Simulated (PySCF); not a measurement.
C3H8O2Si.
Numbering: `[CH2:1]=[CH:2][CH2:3][SiH:4]([OH:5])[OH:6]` (hydrogens: H7, H8 on C1; H9 on C2; H10, H11 on C3; H12 on Si4; H13 on O5; H14 on O6)

A GFN2-xTB structure was refined with PBE0-D3(BJ)/def2-SVP geometry optimisation, gas phase (PySCF). Its GFN2-xTB values:

```tsv
coordinate	GFN2-xTB
C1=C2	1.322 Å
C1–H7	1.079 Å
C1–H8	1.077 Å
C2–C3	1.487 Å
C2–H9	1.082 Å
C3–Si4	1.908 Å
C3–H10	1.090 Å
Si4–O5	1.632 Å
Si4–O6	1.619 Å
Si4–H12	1.463 Å
O5–H13	0.952 Å
C1–C2–C3	124.6°
C2–C3–Si4	111.2°
C3–Si4–O5	112.6°
C3–Si4–O6	107.3°
O5–Si4–O6	106.2°
C1–C2–C3–Si4	104°
C2–C3–Si4–O5	-39°
```

**Question.** How do these coordinates change at the PBE0-D3(BJ)/def2-SVP level?

**Answer.** 
| coordinate | PBE0-D3(BJ)/def2-SVP (Å or °) | change |
| --- | --- | --- |
| Si4–O6 | 1.665 | +0.046 |
| C3–Si4 | 1.880 | -0.028 |
| Si4–O5 | 1.660 | +0.028 |
| Si4–H12 | 1.488 | +0.025 |
| C1–H7 | 1.096 | +0.017 |
| C1=C2 | 1.339 | +0.017 |
| C1–H8 | 1.093 | +0.016 |
| O5–H13 | 0.967 | +0.015 |
| C2–H9 | 1.097 | +0.015 |
| C3–H10 | 1.103 | +0.013 |
| C2–C3 | 1.492 | +0.005 |
| O5–Si4–O6 | 112.8 | +6.6 |
| C3–Si4–O5 | 108.8 | -3.8 |
| C2–C3–Si4 | 108.5 | -2.7 |
| C3–Si4–O6 | 105.1 | -2.2 |
| C1–C2–C3 | 125.5 | +0.9 |
| C2–C3–Si4–O5 | -50 | -11 |
| C1–C2–C3–Si4 | 94 | -10 |

The energy falls by 5.7 kcal/mol over 15 energy and gradient evaluations, the largest force component goes from 0.0174 to 4.2e-04 Eh/bohr, and the atoms move by 0.269 Å rms after alignment. The bond that changes most is Si4–O6 (oxygen-bound silicon to silanol oxygen), which lengthens by 0.046 Å. Bonds longer at the end by more than 0.005 Å: 11 of 13; shorter: 1. Among the dihedrals that turn most is O6–Si4–O5–H13, from -163° to -80°. Rotational constants go from 4784, 1823, 1599 to 4407, 1976, 1710 MHz.

The run used 128 basis functions and 114 SCF cycles in all. The run took 2.4 min on an Arm Neoverse N1 with one thread, on a shared host.

Whether it is a minimum is left open (no frequencies). The numbers are those of one conformer.
